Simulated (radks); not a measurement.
Values are calculated unless marked as measured or tabulated.
Ga+, configuration [Ar] 3d10 4s1 4p1 (not the ground configuration).

Code: a radial shooting solver on a logarithmic mesh with Libxc functionals. Model: scalar-relativistic Kohn-Sham, SCAN, spin-polarised, spherical densities, finite nucleus; open shells are filled with parallel spins first; meta-GGA in the generalised Kohn-Sham scheme; Fermi nuclear charge, rms radius 3.9973 fm.

Energy parts (eV):
| part | energy |
|---|---|
| total | -52898.636 |
| kinetic | 53799.740 |
| electron-nucleus | -127190.953 |
| Hartree | 22554.382 |
| exchange-correlation | -2061.805 |

Orbitals (lengths in bohr, moments of r in powers of bohr; <r^-3> diverges for s and p1/2):
orbital,occ.,eigenvalue (eV),<r^-3>,<r^2>,<r^4>
1s up,1,-10269.96,-,0.003180,0.00002607
1s down,1,-10269.85,-,0.003180,0.00002607
2s down,1,-1284.468,-,0.05583,0.005418
2s up,1,-1284.426,-,0.05583,0.005418
2p up,3,-1117.257,891.4,0.04457,0.004011
2p down,3,-1117.230,891.3,0.04458,0.004011
3s up,1,-162.9908,-,0.4891,0.3882
3s down,1,-162.9766,-,0.4885,0.3853
3p up,3,-111.8810,117.3,0.5439,0.5207
3p down,3,-111.8256,117.4,0.5410,0.5100
3d up,5,-29.6594,11.61,0.8590,1.971
3d down,5,-29.3001,11.85,0.8112,1.665
4s up,1,-18.9034,-,5.474,47.99
4p up,1,-10.8491,6.350,8.342,115.6

The highest occupied level is 4p up at -10.849 eV. The electron density at the nucleus is 2.852e+04 e/bohr^3 (large components only). The density falls to 0.001 e/bohr^3 at r = 3.96 bohr. Summed over all electrons, <r^2> = 26.78 bohr^2, which gives a Langevin (diamagnetic) susceptibility term of -21.2 x 10^-6 cm^3/mol. Spin moment in Bohr magnetons: 2.

Empty levels of this run are not shown, since the potential may be unsettled where no density lies.
